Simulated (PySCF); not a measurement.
**H2RuN, doublet: molecular constants**

Level of theory: PySCF, UPBE0, basis Ru def2-TZVP with ECP28, N def2-TZVP, H def2-TZVP (scalar-relativistic core potentials, no spin–orbit coupling, density fitting).

The structure is a minimum.

```xyz
4
charge 0 multiplicity 2, angstrom
Ru   -0.0167    0.1810    0.0000
N    -0.0177   -1.3994    0.0000
H     0.9666    0.5727   -1.2010
H     0.9666    0.5727    1.2010
```

- Point group: Cs
- Bond lengths: Ru–H 1.601 Å (×2), Ru–N 1.580 Å
- Bond angles: H–Ru–H 97.2°, H–Ru–N 104.2° (×2)
- Highest occupied level (α): -6.30 eV
- Rotational symmetry number: 1
- Entropy at 298.15 K and 1 bar (electronic part: spin only): 264.6 J/(mol K)
- Atomisation energy without zero-point energy: 976 kJ/mol
- Enthalpy at 298.15 K above 0 K: 11.28 kJ/mol
- Principal quadrupole moments (Buckingham, traceless) about the centre of mass: -1.50, -1.20, 2.70 D Å
- Rotational constants: 3.528, 0.5057, 0.4904 cm⁻¹
- Zero-point energy: 42.0 kJ/mol
- Lowest empty level (α): -3.30 eV
- Spin squared ⟨S²⟩: 0.758
- Dipole moment: 2.85 D
- Principal polarisabilities: 34.9, 45.6, 48.4 bohr³
- Heat capacity Cp at 298.15 K: 47.5 J/(mol K)

Harmonic modes (masses in u: Ru 101.904, N 14.003, H 1.008):
```tsv
symmetry	ω (cm⁻¹)	IR (km/mol)	μ (u)	type
a''	530	9.6	1.11	bend
a'	583	62.6	1.08	bend
a'	664	29.3	1.05	bend
a'	1157	68.7	12.74	stretch
a''	2027	56.4	1.02	stretch
a'	2056	52.6	1.02	stretch
```

Charges (e):
| atom | Mulliken | Löwdin | polar tensor | spin (Mulliken) | Mayer order to Ru1 |
| --- | --- | --- | --- | --- | --- |
| Ru1 | 0.44 | 0.18 | 0.85 | 0.73 | – |
| N2 | -0.39 | -0.16 | -0.50 | 0.24 | 2.74 |
| H3,4 | -0.03 | -0.01 | -0.17 | 0.01 | 0.92 |

Mulliken populations on Ru1 (electrons outside its core potential): s 2.57, p 6.35, d 6.62, f 0.02.

Outer orbital energies (eV). α occupied: -21.64, -11.59, -11.42, -10.99, -10.34, -9.42, -7.82, -6.30; empty: -3.30, -1.30, -1.11, -0.32. β occupied: -21.29, -11.23, -10.88, -10.82, -9.52, -9.18, -7.61; empty: -2.94, -2.93, -1.07, -0.51.

Only a few start shapes were tried, so a lower isomer may exist. With open d or f shells other occupations or spin states may lie lower.

The final relaxation and frequency run took 49 s on 2 threads of a shared Arm Neoverse V1 host, with 83 basis functions and 14 gradients; the process peaked at 0.98 GiB.
